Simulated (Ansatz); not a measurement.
```xyz
4

C     0.0255    0.0409   -0.5095
O     0.0441    0.0175    0.6891
H    -0.0199   -0.9655   -1.1654
H    -0.0242    0.9040   -1.1079
```

Basis set: cc-pVDZ (spherical functions). Frozen core: 2 orbitals. Charge 0, multiplicity 1.

Computed with Ansatz (development build ahead of 0.2.0); each method stands on the lowest determinant of its kind that the runs found. Restricted open shells among the atoms or ions are ROHF, correlated in semicanonical orbitals with singles.

Question: Give the atomization energy at this shape (free ground-state atoms in the same class of orbitals less the molecule, no zero-point energy) of singlet CH2O by RHF-MP2, RHF.

Answer:

```json
{"method": "RHF-MP2", "atomization energy": "15.12 eV"}
{"method": "RHF", "atomization energy": "10.90 eV"}
```

Caution: the shape is not the minimum.
